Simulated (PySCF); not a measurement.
BrF2Ga.

```xyz
4

Ga     0.0000     0.0000    -0.7376
F      0.0000    -1.4720    -1.6531
F      0.0000     1.4720    -1.6531
Br     0.0000     0.0000     1.5035
```
Charge 0, spin multiplicity 1.

Geometry optimised at PBE0-D3(BJ)/def2-SVP. The structure was generated by enumeration; whether it is a known compound was not checked.

All values below come from PBE/pcSseg-1 (PySCF). Non-relativistic, no solvent.

Q: Give the absolute GIAO shielding of each atom: isotropic value and principal components (ppm). (Estimate from the structure and the level; the computed values follow.)

A: 
```
atom  σ(iso)     σ11     σ22     σ33   span
----  ------  ------  ------  ------  -----
Ga1   1478.8  1182.3  1518.2  1736.0  553.6
F2     274.0   145.6   267.2   409.1  263.5
F3     274.0   145.6   267.2   409.1  263.5
Br4   2588.1  2333.1  2448.4  2982.8  649.7
```
